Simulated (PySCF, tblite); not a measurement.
Isomers of C5H10NSi (doublet state), one GFN2-xTB conformer each. Single-point energies are computed at B3LYP/pcH-1 (PySCF, gas phase, no added dispersion term), electronic only. GFN2-xTB treats the open shell by occupation alone, and not every SCF solution was tested for stability.

**Question.** Rank them by B3LYP/pcH-1 energy, lowest first (kJ/mol).
A. `[CH:1]=[C:2]1[CH2:3][CH:4]([NH:5][SiH3:6])[CH2:7]1` (doublet state) with C3–C4–N5–Si6 61°, C1–C2–C3–C4 169°, C2–C3–C4–N5 127°, C3–C4–C7–C2 -9°, C1–C2–C7–C4 -169°
B. `[CH2:1]=[C:2]1[CH2:3][C:4]([NH:5][SiH3:6])[CH2:7]1` (doublet state) with C3–C4–N5–Si6 -9°
C. `[CH2:1]=[C:2]1[CH2:3][CH:4]([NH:5][SiH2:6])[CH2:7]1` (doublet state) with C3–C4–N5–Si6 92°, C4–N5–Si6–H 62° and -67°
D. `[CH2:1]=[C:2]1[CH2:3][CH:4]([N:5][SiH3:6])[CH2:7]1` (doublet state) with C3–C4–N5–Si6 -51°, C1–C2–C3–C4 167°, C2–C3–C4–N5 130°, C3–C4–C7–C2 -9°, C1–C2–C7–C4 -167°

**Answer.** C (0.0), B (0.3), D (53.0), A (86.4).

Neighbours under 21 kJ/mol apart (C=C1CC(N[SiH2])C1 and C=C1C[C](N[SiH3])C1) can change places with a better method, another conformer or zero-point energy. GFN2-xTB itself gives, in the same order: 0.6, 0.0, 13.3, 87.9. GFN2-xTB puts C=C1C[C](N[SiH3])C1 lowest instead; measured from each level's own lowest isomer, the values differ by up to 39.7 kJ/mol (C=C1CC([N][SiH3])C1: 13.3 against 53.0).

**Question.** What happens when harmonic zero-point energies from GFN2-xTB frequencies are added?

**Answer.** 
```tsv
SMILES	ZPE (kJ/mol)	electronic (kJ/mol)	with ZPE (kJ/mol)
C=C1CC(N[SiH2])C1	353.0	0.0	12.9
C=C1C[C](N[SiH3])C1	339.8	0.3	0.0
C=C1CC([N][SiH3])C1	339.1	53.0	52.0
[CH]=C1CC(N[SiH3])C1	339.9	86.4	86.2
```

The zero-point energies span 13.9 kJ/mol. C=C1C[C](N[SiH3])C1 becomes the lowest.
